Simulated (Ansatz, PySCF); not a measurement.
Gas-phase reaction (SMILES): CC(=O)C(C)=O + 4 C (CH4) → 2 C=O (CH2O) + 3 CC (C2H6) [ethane]; bond separation energy.

Each molecule is optimised on its own at B3LYP-D3(BJ)/def2-TZVP (Ansatz, a quantum-chemistry and plane-wave program), one conformer each, not searched for the lowest. Cores are frozen in the correlated levels unless marked. Spin-orbit coupling is left out. Non-relativistic. CBS marks a two-point X^-3 extrapolation of the correlation energy; Hartree-Fock from the larger set. [CCSD(T)-MP2]/basis is that difference in the basis named. Thermal terms are rigid-rotor harmonic-oscillator values from B3LYP-D3(BJ) frequencies (Ansatz or PySCF) at 298.15 K and 1 atm. 1 Eh = 627.5095 kcal/mol.

```
species       E, RI-MP2/CBS(cc-pVTZ,cc-pVQZ)+[CCSD(T)-MP2]/cc-pVTZ (Ansatz) (Eh)  E, PBE0-D4/def2-TZVPD (Ansatz + dftd4) (Eh)  H - E (Eh)  G - E (Eh)
------------  ------------------------------------------------------------------  -------------------------------------------  ----------  ----------
CC(=O)C(C)=O                                                          -306.14824                                   -306.25565     0.10104     0.06198
C (CH4)                                                                -40.46125                                    -40.47492     0.04840     0.02728
C=O (CH2O)                                                            -114.39194                                   -114.42023     0.03033     0.00552
CC (C2H6)                                                              -79.71807                                    -79.75255     0.07887     0.05302
```

Question: Work out ΔE and ΔH, ΔG, ΔS and the equilibrium constant at 298.15 K at the first level, then ΔH at the second.

Answer: 
1. ΔE = [2×(-114.39194) + 3×(-79.71807)] - [(-306.14824) + 4×(-40.46125)] = 0.05515 Eh = 34.6 kcal/mol at RI-MP2/CBS(cc-pVTZ,cc-pVQZ)+[CCSD(T)-MP2]/cc-pVTZ.
2. The terms H - E add up to 0.00263 Eh, so ΔH = (0.05515 + (0.00263))×627.5095 = 36.3 kcal/mol.
3. The terms G - E add up to -0.00100 Eh, so ΔG = 34.0 kcal/mol, and ΔS = (0.00263 - (-0.00100))×627509.5/298.15 = 7.6 cal/(mol K).
4. log10 K = -ΔG/(RT ln 10) = -24.9, with RT ln 10 = 1.3642 kcal/mol.
5. At PBE0-D4/def2-TZVPD the same steps give ΔE = 35.9 and ΔH = 37.6 kcal/mol, a shift of +1.3 from the first level.
6. Tabulated enthalpies of formation (CC(=O)C(C)=O -78.0 kcal/mol, ATcT 1.112; C (CH4) -17.8 kcal/mol, ATcT 1.112; C=O (CH2O) -26.1 kcal/mol, ATcT 1.112; CC (C2H6) -20.0 kcal/mol, ATcT 1.112) give ΔH = 37.0, so the errors are -0.7 and +0.6 kcal/mol; the tables hold anharmonic motion, scalar relativity, and any other conformers, which both levels lack, and core correlation, which the frozen-core level lacks.
